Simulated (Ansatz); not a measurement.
`O=C[SiH]([SiH3])Cl` + H₂ → `O=C[SiH2]Cl` + SiH₄  (hydrogenolysis of the Si–Si bond)

Gas-phase electronic energies from Ansatz, PBE0-D4/def2-TZVP geometries. CCSD(T)/CBS is the MP2 limit (def2-TZVPP, def2-QZVPP) plus CCSD(T) − MP2 in def2-TZVPP, frozen cores. This one scheme is used for every species. DFT in def2-TZVPP. B3LYP here is the variant with VWN-RPA as its local correlation; programs differ in this. One conformer a species, not always the lowest.

| level | ΔE (kJ/mol) | difference from CCSD(T)/CBS |
| --- | --- | --- |
| PBE-D4 | 0.4 | 16.2 |
| r2SCAN-D4 | -8.3 | 7.5 |
| PBE0-D4 | -6.7 | 9.1 |
| B3LYP-D4 | -14.5 | 1.3 |
| ωB97X-V | -18.0 | -2.2 |
| ωB97M-V | -20.6 | -4.8 |
| B2PLYP | -24.3 | -8.5 |
| PBE | -7.1 | 8.7 |
| r2SCAN | -10.4 | 5.4 |
| PBE0 | -13.5 | 2.3 |
| B3LYP | -26.5 | -10.7 |
| HF/def2-TZVPP | -49.2 | -33.4 |
| MP2/def2-TZVPP | -18.9 | -3.1 |
| SCS-MP2/def2-TZVPP | -26.6 | -10.8 |
| CCSD/def2-TZVPP | -25.6 | -9.8 |
| CCSD(T)/def2-TZVPP | -19.9 | -4.1 |
| HF/def2-QZVPP | -49.7 | -33.9 |
| MP2/def2-QZVPP | -16.7 | -0.9 |
| SCS-MP2/def2-QZVPP | -24.5 | -8.7 |
| HF/CBS(def2) | -49.7 | -33.9 |
| MP2/CBS(def2) | -14.7 | 1.1 |
| CCSD/CBS(def2) | -21.5 | -5.7 |
| CCSD(T)/CBS | -15.8 | 0 |

Largest T1 diagnostic among the species: 0.014.

From PBE to PBE0 (25 % exact exchange), in def2-TZVPP and without D4, ΔE moves by −6.4 kJ/mol. The D4 term adds +12.0 kJ/mol with B3LYP and +6.9 kJ/mol with PBE0; it sums over pairs of atoms, weighted by their polarisabilities, and B3LYP, whose exchange is more repulsive, gets the larger term. In def2-TZVPP, CCSD(T) changes the Hartree–Fock value by +29.3 kJ/mol (the triples alone add +5.7 kJ/mol) and MP2 by +30.3 kJ/mol.
